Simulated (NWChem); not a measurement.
Isomers of Si₄H₈O, each optimised at PBE0/def2-SVP with NWChem, gas phase unless a solvent is named. Flexible species stand in one conformer each, which need not be the lowest.  Relative energies count from the lowest isomer at each level and are electronic, without zero-point energy, on those geometries.

A: [SiH3][Si@H]1[SiH2][SiH2]O1
B: O[SiH]1[SiH2][SiH2][SiH2]1
C: O1[SiH2][SiH2][SiH2][SiH2]1
D: O1[SiH2][SiH]([SiH2]1)[SiH3]

Q: Rank them by relative energy, BLYP/def2-TZVP (kcal/mol), lowest first.

A: C (0.0), D (11.2), A (13.7), B (30.0)
